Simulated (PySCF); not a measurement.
Geometry:
```csv
atom,x (Å),y (Å),z (Å)
C1,2.782,0.171,0.033
C2,1.293,0.093,0.005
O3,0.760,-1.129,0.171
C4,-0.563,-1.107,0.145
C5,-1.102,0.130,-0.036
C6,-2.555,0.411,-0.113
F7,-2.865,1.611,0.399
F8,-3.295,-0.496,0.549
F9,-3.016,0.413,-1.380
P10,0.157,1.373,-0.195
H11,3.148,0.770,-0.798
H12,3.125,0.636,0.957
H13,3.201,-0.830,-0.030
H14,-1.071,-2.046,0.272
```

Computed data (PySCF 2.14): GFN2-xTB structure, PBE0/pcSseg-1 with gauge-including orbitals. A single conformation, non-relativistic Hamiltonian, equivalent nuclei averaged, isolated molecule.

References, each an isolated molecule treated in the same way: 13C and 1H against TMS; 17O vs H2O; CFCl3 for 19F; H3PO4 for 31P.

```tsv
atoms	nucleus	count	Hirshfeld charge	δ (ppm)
F7/F8/F9	19F	3	-0.10	?
C2	13C	1	0.03	208.4
C6	13C	1	0.25	133.4
H14	1H	1	0.07	8.27
C1	13C	1	-0.12	21.4
C5	13C	1	-0.13	?
P10	31P	1	0.05	?
H11/H12/H13	1H	3	0.06	3.01
C4	13C	1	0.02	151.8
O3	17O	1	-0.04	361.9
```

Q: Estimate the values marked ?.

A: 
- C5: 145.3 ppm, substituted aromatic carbon
- F7/F8/F9: -69.5 ppm, fluorine of a CF3 group
- P10: 119.0 ppm, phosphorus bonded to 2 C, in a 5-membered ring

Shifts are as computed. Against solution values, carbons near 30 ppm lie about +3 ppm off and those near 130 ppm about +5 ppm. Of 1211 compounds with measured shifts, 218 miss one by over three times the rms of a fit or turn the order of signals round; such compounds aren't used in these exercises. Unscaled 19F shifts against computed CFCl3 carry errors that often reach 10 to 50 ppm. Unscaled 17O shifts of doubly bonded oxygen tend to come out too high, by tens of ppm or more. Experimental scales use liquid or dissolved standards, which lie at an offset from isolated H2O (liquid H2O: subtract about 36 ppm) and H3PO4.
